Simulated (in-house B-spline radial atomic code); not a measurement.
The numbers below are computed, except where a source is named.
Ghost states of the separable form: Te

Te, [Kr] 4d10 5s2 5p4, non-relativistic PBE, spherical and spin-unpolarised, from an all-electron radial atomic-structure program (B-spline basis) (atomic units; all potentials screened as in the neutral atom).

Troullier-Martins channels: 5s (ε = -0.5129, r_c = 1.556 bohr), 5p (ε = -0.2212, r_c = 1.901 bohr). In the Kleinman-Bylander form one channel serves as the local potential, and each other channel l becomes |δV u><u δV|/<u|δV|u>, with δV = V_l − V_local and u the pseudo-orbital. Its strength is E_KB = <u|δV²|u>/<u|δV|u>. By the analysis of Gonze, Stumpf and Scheffler a spurious state lies below the reference level ε if E_KB > 0 and ε is above the second level of the local potential alone, or if E_KB < 0 and ε is above its first. The table's levels are those of angular momentum l in a sphere of 9 bohr, whose wall can lift a shallow ε a little above its free-atom value.

```json
{"local": "p", "channel": "s", "<u δV u>": "-0.033449", "<u δV² u>": "0.29139", "ε": "-0.5129", "first local level": "-0.5136", "second local level": "0.0145"}
{"local": "s", "channel": "p", "<u δV u>": "0.014371", "<u δV² u>": "0.14882", "ε": "-0.2210", "first local level": "-0.2486", "second local level": "0.0939"}
```

(1) Apply the rule to each row.

Diagonalising the separable Hamiltonian gives:

| local | channel | three lowest levels | all-electron, two lowest valence levels |
| --- | --- | --- | --- |
| p | s | -0.5846, -0.5129, 0.0330 | -0.5129, 0.0249 |
| s | p | -0.2210, 0.0994, 0.4385 | -0.2210, 0.0995 |

(2) Which choices of local channel are safe?

Answers

(1) Local p, channel s: E_KB = -8.71, so ε = -0.5129 is set against -0.5136: a ghost. Local s, channel p: E_KB = +10.4, so ε = -0.2210 is set against 0.0939: no ghost.

(2) Free of ghosts: s. With p local the s channel has a ghost 0.07 hartree below ε, since the attractive projector pulls a state below the first local level. Among the safe choices the second level, which tests transfer, is off by at most 0.1 millihartree (s local).
